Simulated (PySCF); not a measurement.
**Computed NMR parameters against published values**

Bonds (- single, = double, # triple, : aromatic): O1-C2 1.418 Å, C2-C3 1.490 Å, C3:C4 1.433 Å, C4:C5 1.352 Å, C5:O6 1.352 Å, O6:C7 1.350 Å, C7:C3 1.356 Å. O1 carries H8; C2 carries H9, H10; C4 carries H11; C5 carries H12; C7 carries H13.

Method: geometry: PBE0-D3(BJ)/def2-TZVP, GIAO B97-2/pcSseg-2 shieldings, in PySCF 2.14 (one computed conformer, no solvent model, rapidly exchanging positions averaged, relativity neglected).

Reference values: estimated from measurements, as parent shift plus tabulated substituent increment (solution, not stated per compound (mostly CDCl3 or CCl4); Pretsch, Buehlmann, Badertscher, Structure Determination of Organic Compounds, 4th ed. (2009)).
```
atoms  quantity  reference  computed  computed, scaled
  H12      δ 1H       7.36      7.54              7.22
  H13      δ 1H       7.35      7.66              7.33
  H11      δ 1H       6.38      6.58              6.31
```

Computed shifts are σ(ref) − σ with the named reference compound (TMS for H and C) calculated as an isolated molecule at the same level. The measured values may be among those fitted. Shieldings were converted by linear fits to measured shifts (mostly CDCl3, TMS scale, for H and C): 1H: δ = 29.81 − 0.938σ (rms 0.14 ppm, 293 shifts, 0.16 ppm with the 4 outliers that the fit left out). A few per cent of atoms miss by over 2 rms, more outside the fitted compound classes. H not on carbon is unscaled (vs computed TMS).

**Question.** How far are the unscaled 1H shifts from the references?

**Answer.** Mean signed difference +0.23 ppm, mean absolute 0.23 ppm over 3 comparisons; the largest is +0.31 ppm at H13 (hydrogen on an aromatic CH next to the ring oxygen).
